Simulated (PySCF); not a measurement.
Be (beryllium, neutral) across methods

[He] 2p2, high-spin 3P determinant (an excited configuration). Computed with PySCF 2.14 in aug-cc-pV5Z (7s6p5d4f3g2h, 127 functions), with the non-relativistic Hamiltonian (point nucleus).

| method | E (hartree) | mean ε 1s α (eV) | mean ε 1s β (eV) | mean ε 2p α (eV) | Σ⟨r²⟩ (bohr²) | ⟨S²⟩ |
| --- | --- | --- | --- | --- | --- | --- |
| r2SCAN | -14.4269 | -110.52 | -110.18 | -3.536 | 21.08 | 2.000 |
| HSE06 | -14.4115 | -113.50 | -113.10 | -3.786 | 21.23 | 2.000 |
| LC-wPBE | -14.3980 | -113.92 | -113.52 | -6.264 | 20.47 | 2.000 |
| PBE0 | -14.4082 | -113.92 | -113.52 | -4.165 | 21.22 | 2.000 |
| UHF | -14.33642 | -130.73 | -130.42 | -6.042 | 22.16 | 2.000 |
| LDA | -14.2283 | -106.73 | -106.33 | -3.398 | 21.36 | 2.000 |
| PBE | -14.4120 | -108.11 | -107.68 | -3.427 | 21.18 | 2.000 |

Task: Estimate the same row for B97-3.

Result: E (hartree) = -14.4329; mean ε 1s α (eV) = -114.54; mean ε 1s β (eV) = -114.30; mean ε 2p α (eV) = -4.142; Σ⟨r²⟩ (bohr²) = 21.04; ⟨S²⟩ = 2.000.
